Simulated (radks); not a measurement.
All-electron atom: the silicon ion Si4+ in [Ne].

Method: scalar-relativistic Kohn-Sham, PBE, spin-polarised, spherical densities, point nucleus; computed with a radial shooting solver on a logarithmic mesh with Libxc functionals.

Energy parts (Ry):
part                       energy
total                  -572.11384
kinetic                 573.68884
electron-nucleus      -1325.86179
Hartree                 219.01479
exchange-correlation    -38.95568

Orbitals (lengths in bohr, moments of r in powers of bohr; r(90%) holds 90 % of the orbital's charge):
| orbital | occ. | eigenvalue (Ry) | <r^4> | r(90%) |
|---|---|---|---|---|
| 1s | 2 | -135.3150 | 0.0007200 | 0.199 |
| 2s | 2 | -14.13951 | 0.2641 | 0.888 |
| 2p | 6 | -10.91845 | 0.2739 | 0.890 |

The highest occupied level is 2p at -148.55 eV. The density falls to 0.001 e/bohr^3 at r = 1.79 bohr.
